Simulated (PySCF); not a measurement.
From computed data to an observable: entropy of an ideal gas

tin monoxide (OSn), SMILES [Sn]=[O] (connectivity only; charge and spin as stated), neutral, multiplicity 1.

The structure is a stationary point at PBE0-D3(BJ)/def2-TZVP. The def2 effective core potentials stand for the cores of Sn; spin–orbit coupling is left out.

PBE0-D3(BJ)/def2-TZVP (PySCF 2.14.0) gives the harmonic wavenumbers 873 cm⁻¹ and the rotational temperature 0.5206 K. The molar mass is 134.71 g/mol, the symmetry number 1, the spin multiplicity 1.

Task: Work out the entropy at 298.15 K and 1 atm in the rigid-rotor, harmonic-oscillator model.

Result: 
Translation (Sackur–Tetrode at 1 atm): S = R[1.5 ln M + 2.5 ln T − 1.16487] = 169.9 J/(mol K).
Rotation: q = T/(σ θ) = 573, S = R[ln q + 1] = 61.1 J/(mol K).
Vibration: with u = 1.4388 ν/T, each mode gives R[u/(e^u − 1) − ln(1 − e^−u)]:
```
ν (cm⁻¹)  modes     u  S (J/(mol K))
--------  -----  ----  -------------
873           1  4.21           0.65
```
These are all the modes. Sum 0.7 J/(mol K).
Spin: R ln 1 = 0.0 J/(mol K).
Total 231.7 J/(mol K); the program's own thermochemistry gives 231.7. Translation makes up 73 % and vibration 0 %. Anharmonicity, hindered rotation and orbital degeneracy are left out.
